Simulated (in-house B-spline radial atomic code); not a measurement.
Configurations of the magnesium ion Mg⁴⁺, with energies counted from [He] 2s2 2p4. Level of theory: scalar-relativistic (X2C) PBE0, spin-polarised, spherical fractional occupations, exact exchange averaged over the configuration, Fermi nucleus of rms radius 3.057 fm; calculated with a radial B-spline atomic code at the basis-set limit. Shells without spins written out take the highest spin.

Occupations are held fixed; configurations that lie above the ionisation limit could autoionise.

| configuration | E - E(ref) (eV) | highest orbital | its <r> (bohr) |
| --- | --- | --- | --- |
| [He] 2s2 2p3 3s1 | 82.482 | 3s up | 1.787 |
| [He] 2s2 2p3 3p1 | 90.149 | 3p up | 1.865 |
| [He] 2s1 2p4 3d1 | 130.92 | 3d up | 1.874 |

Task: Order these further configurations by energy, lowest first.
A. [He] 2s1 2p4 3s1
B. [He] 2s2 2p3 3d1
C. [He] 2s1 2p4 3p1
D. [He] 2s1 2p5

Result: D (33.189 eV), B (100 eV), A (113.52 eV), C (121.26 eV).
